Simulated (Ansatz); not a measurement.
F$_{2}$O$_{2}$W (SMILES [O]=[W](=[O])([F])[F]), singlet, at a GFN2-xTB geometry (such geometries of metal compounds can be far from the true shape) (core potentials on W); B3LYP/def2-SVP (Ansatz, a first-principles code).

Ansatz was given this input:
Ansatz 0.2 input:
```yaml
crystal:
  periodic: [false, false, false]
  atoms:
    - {symbol: W, position_ang: [0.05487010, -0.01169516, 0.01838624]}
    - {symbol: O, position_ang: [1.32229612, -0.35687239, -1.03644562]}
    - {symbol: O, position_ang: [0.49345910, -0.03014245, 1.64488116]}
    - {symbol: F, position_ang: [-0.71526726, 1.59888556, -0.41592983]}
    - {symbol: F, position_ang: [-1.34989154, -1.15871218, -0.27607755]}
basis:
  gaussian:
    orbitals: def2-SVP
hamiltonian:
  xc: b3lyp
```

Write the output that Ansatz gives for this input, abridged.


```
Functional definition: B3LYP
929 factors; their error is unknown
mean field evaluation 1: about -11333.1788 eV, gradient 1.0e2 eV
mean field evaluation 2: about -11085.0633 eV, gradient 3.2e2 eV
mean field evaluation 4: about -11350.3484 eV, gradient 3.0e1 eV
mean field evaluation 8: about -11351.7736 eV, gradient 1.1e-1 eV
mean field evaluation 16: about -11351.8265 eV, gradient 1.0e-4 eV
mean field -11351.82653462 eV, -417.1719306031 hartree, gradient 2.1e-5 eV, S^2 0.000000; 0 other end points of the search recorded, 0 dependent functions left out
reference -11351.82681460 eV, -417.1719408920 hartree; 24, 24 occupied and 64, 64 virtual orbitals, 929 factors
Total energy: -11351.82681460 eV, -417.1719408920 hartree
```
